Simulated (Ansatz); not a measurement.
Born–Oppenheimer molecular dynamics of H6O2Si2 (10 atoms, charge 0, multiplicity 1). It starts from a relaxed structure.

These are results of RHF/def2-SVP (Ansatz 0.2.0), not measurements.

* ensemble: NVE (velocity Verlet)
* time step: 1 fs
* steps asked: 150
* starting velocities drawn for: 500 K
* seed: 204641

First frame:

```xyz
10
Properties=species:S:1:pos:R:3
Si -0.067 -0.112 -0.024
O -0.932 0.021 1.359
Si -1.415 -0.312 2.892
H -2.482 -1.336 2.871
H -0.276 -0.818 3.691
H -1.938 0.920 3.517
H 1.372 -0.084 0.276
H -0.460 1.011 -0.896
O -0.354 -1.549 -0.768
H -1.200 -1.738 -1.141
```

Task: How far do the bonds stretch over the last three quarters of this one trajectory? (Pairs bonded in most of those frames.)

Result: 
```tsv
bond	mean (Å)	spread (Å)	shortest	longest
Si1–O2	1.637	0.020	1.61	1.68
Si1–H7	1.478	0.021	1.44	1.52
Si1–H8	1.477	0.026	1.43	1.51
Si1–O9	1.647	0.025	1.60	1.69
O2–Si3	1.648	0.015	1.61	1.67
Si3–H4	1.483	0.016	1.45	1.51
Si3–H5	1.480	0.023	1.44	1.52
Si3–H6	1.483	0.015	1.46	1.51
O9–H10	0.946	0.023	0.91	0.98
```

Mean temperature of the second half: 249 K. The conserved energy stayed within 0.85 meV per atom of its start (net change 0.46 meV per atom), so the integration is sound. Over the second half the temperature averaged 0.50 of the 500 K drawn at the start: a run that starts near a minimum puts about half its kinetic energy into the potential. A run of 0.15 ps of so small a system gives no equilibrium averages.

Run time: 3.1 min on 1 thread of Arm Neoverse V2, on a shared host, peak memory 0.17 GiB.
